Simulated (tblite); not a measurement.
Compound: CH10OSSi3.
Atom-mapped SMILES: `[CH3:1][Si@@H:2]([SH:3])[SiH2:4][O:5][SiH3:6]` (hydrogens: H7, H8, H9 on C1; H10 on Si2; H11 on S3; H12, H13 on Si4; H14, H15, H16 on Si6)

Computed with GFN2-xTB (tblite), gas phase: L-BFGS steps from a force-field or distance-geometry start until the largest atomic force falls under 0.01 eV/Å.

Step 49: E = -540.5877 eV
```
atom  x, y, z in Å  |  force x, y, z in eV/Å
C1     -2.7460    0.6703    0.6362    0.028   0.000   0.004
Si2    -1.2772   -0.5427    0.7054   -0.030   0.009  -0.040
S3     -2.2477   -2.3885    0.0709   -0.013  -0.004  -0.012
Si4     0.4877   -0.0759   -0.7135   -0.035   0.011   0.009
O5      1.7206    0.2995    0.2731   -0.039   0.016  -0.019
Si6     3.2389    0.7475    0.6253    0.033  -0.011   0.040
H7     -3.6681    0.1660    0.9151    0.033   0.012   0.017
H8     -2.6105    1.5120    1.3097    0.023  -0.007  -0.024
H9     -2.8890    1.0676   -0.3664    0.024  -0.012   0.013
H10    -0.9536   -0.7857    2.1202   -0.008  -0.007   0.037
H11    -1.1583   -3.1221   -0.0878    0.022  -0.004   0.006
H12     0.9326   -1.2039   -1.5439    0.011   0.010  -0.005
H13     0.2825    1.0797   -1.5953   -0.004  -0.013  -0.006
H14     3.9924   -0.4854    0.8374   -0.016  -0.003   0.018
H15     3.7894    1.5084   -0.4915   -0.012   0.021  -0.035
H16     3.0984    1.5621    1.8284   -0.015  -0.018  -0.001
```

Step 50: E = -540.5882 eV
```
atom  x, y, z in Å  |  force x, y, z in eV/Å
C1     -2.7446    0.6706    0.6379    0.025   0.002   0.005
Si2    -1.2755   -0.5412    0.7021    0.005   0.026  -0.033
S3     -2.2454   -2.3878    0.0780   -0.041  -0.026  -0.021
Si4     0.4871   -0.0760   -0.7206   -0.041   0.018   0.005
O5      1.7169    0.3009    0.2687   -0.021   0.016  -0.017
Si6     3.2349    0.7460    0.6273    0.021  -0.006   0.034
H7     -3.6642    0.1648    0.9221    0.025   0.015   0.012
H8     -2.6072    1.5125    1.3104    0.024  -0.002  -0.021
H9     -2.8923    1.0675   -0.3640    0.019  -0.015   0.012
H10    -0.9431   -0.7797    2.1158   -0.010  -0.006   0.036
H11    -1.1577   -3.1215   -0.0874    0.032  -0.007   0.005
H12     0.9344   -1.2027   -1.5506    0.012  -0.002  -0.006
H13     0.2856    1.0770   -1.6069   -0.009  -0.011   0.000
H14     3.9867   -0.4870    0.8441   -0.014  -0.006   0.008
H15     3.7889    1.5103   -0.4865   -0.014   0.011  -0.023
H16     3.0878    1.5552    1.8329   -0.012  -0.008   0.002
```

Step 51: E = -540.5887 eV
```
atom  x, y, z in Å  |  force x, y, z in eV/Å
C1     -2.7425    0.6709    0.6391    0.017   0.006   0.007
Si2    -1.2746   -0.5404    0.6997    0.039   0.026  -0.015
S3     -2.2442   -2.3879    0.0828   -0.053  -0.040  -0.028
Si4     0.4859   -0.0755   -0.7255   -0.028   0.016   0.001
O5      1.7134    0.3028    0.2661   -0.009   0.015  -0.017
Si6     3.2318    0.7447    0.6291   -0.001   0.000   0.019
H7     -3.6597    0.1643    0.9280    0.010   0.013   0.008
H8     -2.6036    1.5134    1.3098    0.030   0.009  -0.008
H9     -2.8937    1.0672   -0.3622    0.013  -0.016   0.000
H10    -0.9364   -0.7769    2.1132   -0.013  -0.003   0.023
H11    -1.1567   -3.1206   -0.0866    0.035  -0.008   0.005
H12     0.9373   -1.2006   -1.5557    0.007  -0.006  -0.001
H13     0.2885    1.0749   -1.6158   -0.015  -0.005   0.004
H14     3.9813   -0.4889    0.8493   -0.011  -0.007   0.001
H15     3.7860    1.5114   -0.4840   -0.013   0.000  -0.008
H16     3.0795    1.5501    1.8360   -0.007   0.001   0.008
```

Step 52: E = -540.5892 eV
```
atom  x, y, z in Å  |  force x, y, z in eV/Å
C1     -2.7398    0.6713    0.6395    0.009   0.010   0.009
Si2    -1.2743   -0.5408    0.6991    0.060   0.011   0.000
S3     -2.2440   -2.3889    0.0839   -0.047  -0.040  -0.030
Si4     0.4844   -0.0745   -0.7269   -0.005   0.005  -0.006
O5      1.7111    0.3057    0.2651    0.001   0.013  -0.012
Si6     3.2307    0.7441    0.6298   -0.027   0.003   0.001
H7     -3.6556    0.1652    0.9319   -0.009   0.010   0.005
H8     -2.6003    1.5149    1.3078    0.038   0.021   0.008
H9     -2.8923    1.0666   -0.3614    0.004  -0.016  -0.017
H10    -0.9366   -0.7783    2.1134   -0.013   0.000   0.011
H11    -1.1553   -3.1203   -0.0856    0.029  -0.007   0.005
H12     0.9400   -1.1980   -1.5580    0.000  -0.006   0.007
H13     0.2889    1.0735   -1.6203   -0.022   0.002   0.004
H14     3.9779   -0.4904    0.8525   -0.008  -0.007  -0.005
H15     3.7822    1.5117   -0.4849   -0.009  -0.009   0.007
H16     3.0753    1.5471    1.8375   -0.002   0.009   0.013
```

**Question.** Estimate the geometry and energy of step 53. (The exact step hangs on the optimiser's Hessian estimate; all steps are aligned on step 52, rigid shifts and turns removed.)

**Answer.** E = -540.5897 eV, largest force 0.060 eV/Å
```
atom  x, y, z in Å  |  force x, y, z in eV/Å
C1     -2.7367    0.6719    0.6391    0.004   0.011   0.010
Si2    -1.2745   -0.5426    0.7005    0.057  -0.013   0.013
S3     -2.2444   -2.3910    0.0806   -0.024  -0.027  -0.026
Si4     0.4828   -0.0728   -0.7249    0.020  -0.009  -0.015
O5      1.7098    0.3097    0.2659    0.000   0.008  -0.009
Si6     3.2312    0.7441    0.6292   -0.045   0.006  -0.010
H7     -3.6523    0.1674    0.9337   -0.022   0.010   0.001
H8     -2.5965    1.5170    1.3048    0.044   0.028   0.020
H9     -2.8884    1.0657   -0.3622   -0.003  -0.018  -0.028
H10    -0.9432   -0.7832    2.1166   -0.010   0.002  -0.003
H11    -1.1536   -3.1211   -0.0846    0.017  -0.003   0.005
H12     0.9419   -1.1950   -1.5571   -0.007  -0.003   0.013
H13     0.2867    1.0730   -1.6204   -0.027   0.011   0.004
H14     3.9766   -0.4911    0.8540   -0.008  -0.004  -0.011
H15     3.7774    1.5111   -0.4890   -0.001  -0.014   0.018
H16     3.0754    1.5460    1.8373    0.004   0.016   0.016
```

The energy changes by -0.0005 eV. The first-order estimate −F·Δx gives -0.0007 eV and the mean of the old and new forces, exact on a quadratic surface, -0.0005 eV. The step makes an angle of 70° with the force vector and moves no atom by more than 0.009 Å.

The cost below is that of the whole relaxation. The run took 1.6 s wall on Arm Neoverse V1, one thread, no GPU, shared host with 32 logical CPUs at a one-minute load of 5.3.
